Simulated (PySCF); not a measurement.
Sn, charge +1, quartet (a state made from the parent by changing its charge; the spin is typed, not shown lowest) (all electrons, no relativity); M062X/STO-3G run with PySCF.

The PySCF input:
```python
from pyscf import gto, scf, dft

mol = gto.Mole()
mol.atom = '''
    Sn    0.00000000    0.00000000    0.00000000
'''
mol.basis = 'sto-3g'
mol.charge = 1
mol.spin = 3
mol.verbose = 4
mol.build()

mf = dft.ROKS(mol)
mf.xc = 'm062x'
mf.kernel()
```

Question: Predict the main parts of the log of this PySCF run.

Answer: 
```
PySCF version 2.14.0

[INPUT] verbose = 4
[INPUT] num. atoms = 1
[INPUT] num. electrons = 49
[INPUT] charge = 1
[INPUT] spin (= nelec alpha-beta = 2S) = 3
[INPUT] symmetry False subgroup None
[INPUT] Mole.unit = angstrom
[INPUT] Symbol           X                Y                Z      unit          X                Y                Z       unit  Magmom
[INPUT]  1 Sn     0.000000000000   0.000000000000   0.000000000000 AA    0.000000000000   0.000000000000   0.000000000000 Bohr   0.0

nuclear repulsion = 0
number of shells = 11
number of NR pGTOs = 81
number of NR cGTOs = 27
basis = sto-3g
ecp = {}

******** <class 'pyscf.dft.roks.ROKS'> ********
method = ROKS
initial guess = minao
damping factor = 0
level_shift factor = 0
DIIS = <class 'pyscf.scf.diis.CDIIS'>
diis_start_cycle = 1
diis_space = 8
diis_damp = 0
SCF conv_tol = 1e-09
SCF conv_tol_grad = None
SCF max_cycles = 50
direct_scf = True
direct_scf_tol = 1e-13
num. doubly occ = 23  num. singly occ = 3
XC library pyscf.dft.libxc version 7.1.2
    S. Lehtola, C. Steigemann, M. J. T. Oliveira, and M. A. L. Marques,  SoftwareX 7, 1–5 (2018)
XC functionals = m062x
    Y. Zhao and D. G. Truhlar,  Theor. Chem. Acc. 120, 215 (2008)
    Y. Zhao and D. G. Truhlar,  Theor. Chem. Acc. 120, 215 (2008)
radial grids:
    Treutler-Ahlrichs [JCP 102, 346 (1995); DOI:10.1063/1.469408] (M4) radial grids

becke partition: Becke, JCP 88, 2547 (1988); DOI:10.1063/1.454033
pruning grids: <function nwchem_prune>
grids dens level: 3
symmetrized grids: False
atomic radii adjust function: <function treutler_atomic_radii_adjust>
small_rho_cutoff = 0
Set gradient conv threshold to 3.16228e-05
tot grids = 21960
init E= -5948.69200810993

WARN: HOMO -0.391827796814143 >= LUMO -0.391827796814165

cycle= 1 E= -5965.0710921331  delta_E= -16.4  |g|= 0.156  |ddm|= 1.82
  HOMO = -0.144749864503452  LUMO = -0.115700657391148  gap/eV = 0.79047
cycle= 2 E= -5965.07576206349  delta_E= -0.00467  |g|= 0.00725  |ddm|= 0.0719
  HOMO = -0.181105258290167  LUMO = -0.150975772879129  gap/eV = 0.81987
cycle= 3 E= -5965.07577062701  delta_E= -8.56e-06  |g|= 0.000225  |ddm|= 0.00311
  HOMO = -0.180880888135183  LUMO = -0.151496848412474  gap/eV = 0.79958
cycle= 4 E= -5965.07577063749  delta_E= -1.05e-08  |g|= 3.28e-06  |ddm|= 0.000151
  HOMO = -0.180870596100796  LUMO = -0.151507078003928  gap/eV = 0.79902
cycle= 5 E= -5965.07577063749  delta_E=    0  |g|= 4.43e-08  |ddm|= 2.39e-06
  HOMO = -0.180870206654518  LUMO = -0.151506665558534  gap/eV = 0.79902
Extra cycle  E= -5965.07577063749  delta_E= -3.64e-12  |g|= 2.01e-08  |ddm|= 1.01e-06
converged SCF energy = -5965.07577063749
```
